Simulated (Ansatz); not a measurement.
A made-up structure of CH$_{2}$Br (charge -1), closed shell:

C1  (-0.090, -0.339, -0.187)
Br2  (0.213, 1.601, 0.946)
H3  (-0.300, -0.130, -1.174)
H4  (0.177, -1.132, 0.415)
(Å)

It is relaxed with PBE-D4/def2-SVPD and then PBE0-D4/def2-TZVPD (Ansatz 0.2.0). Atoms count as bonded within 1.22 times the sum of their covalent radii (H–H: 0.88 Å). The end point is not checked to be a true minimum.

(1) Does its bonding change? (Judge from chemistry; the calculation decides.)

Answers

(1) Computed: No: no bond forms or breaks.

Where it ends: The first stage lowers the energy by 1.16 eV in 8 steps. It ends as CH₂Br ([CH2][Br]), total charge -1:
C1  (-0.455, -0.317, -0.063)
Br2  (0.236, 1.431, 0.832)
H3  (-0.104, -0.110, -1.094)
H4  (0.323, -1.005, 0.325)
(Å)

Labels in which every atom is bracketed show which atoms are joined, not bond orders.

For scale, one of the runs: PBE0-D4/def2-TZVPD relaxation, 112 basis functions, launched by `ansatz run in.yaml --threads 2 --pin off --events-out ev --progress --plain --max-ram 4352MiB`. The run took about 11 s on 2 CPU threads of an Arm Neoverse V2 (shared host).
